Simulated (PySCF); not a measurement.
**Two-component Hartree-Fock for Br (bromine, neutral)**

Start: [Ar] 3d10 4s2 4p5; 4p1/2 filled at m_j = -1/2, +1/2; 4p3/2 filled at m_j = -1/2, +1/2, +3/2. Calculated with PySCF 2.14 in x2c-TZVPall-2c with one added diffuse shell each of s, p, d type (7s8p5d1f, 63 functions): generalised Hartree-Fock with the X2C-1e Hamiltonian and a Gaussian nucleus; one run each with spin-orbit coupling (SO) switched off, then screened by Boettger's factors. This is a chosen level, not necessarily the ground level.

| spinor shell | electrons | ε, spin-free (eV) | ε, screened SO (eV) | weight of nominal j (screened SO) | rms radius, screened SO (bohr) |
| --- | --- | --- | --- | --- | --- |
| 1s1/2 | 2 | -13557.5 | -13557.1 | 1.000 | 0.0492 |
| 2s1/2 | 2 | -1825.9 | -1825.7 | 1.000 | 0.205 |
| 2p1/2 | 2 | -1605.1 | -1637.7 | 1.000 | 0.180 |
| 2p3/2 | 4 | -1605.1 | -1589.5 | 1.000 | 0.184 |
| 3s1/2 | 2 | -277.47 | -277.39 | 1.000 | 0.588 |
| 3p1/2 | 2 | -205.39 | -210.36 | 1.000 | 0.600 |
| 3p3/2 | 4 | -205.39 | -202.92 | 1.000 | 0.611 |
| 3d3/2 | 4 | -85.850 | -86.494 | 0.996 | 0.649 |
| 3d5/2 | 6 | -85.850 | -85.316 | 0.997 | 0.652 |
| 4s1/2 | 2 | -27.788 | -27.760 | 1.000 | 1.83 |
| 4p1/2 | 2 | -12.445 | -12.965 | 0.749 | 2.25 |
| 4p3/2 | 3 | -12.445 | -12.127 | 0.832 | 2.30 |

| quantity | spin-free | screened SO |
| --- | --- | --- |
| E (hartree) | -2604.33869 | -2604.48372 |
| M_J | 3/2 | 3/2 |
| ⟨J²⟩ | 3.762 | 3.762 |
| ⟨L²⟩ | 2.008 | 2.012 |
| ⟨S²⟩ | 0.754 | 0.757 |

Each row is a mean over spinors that exchange with the open shell spreads, by up to 2.915 eV (4s1/2).

Rows whose weight is well below 1 are mixtures of j = l ± 1/2: exchange outweighs spin-orbit coupling there, and the label is only the starting occupation.

Without spin-orbit coupling the j labels of p, d and f shells carry no meaning; the spin-free column gives the mean over the occupied spinors of each nl shell.
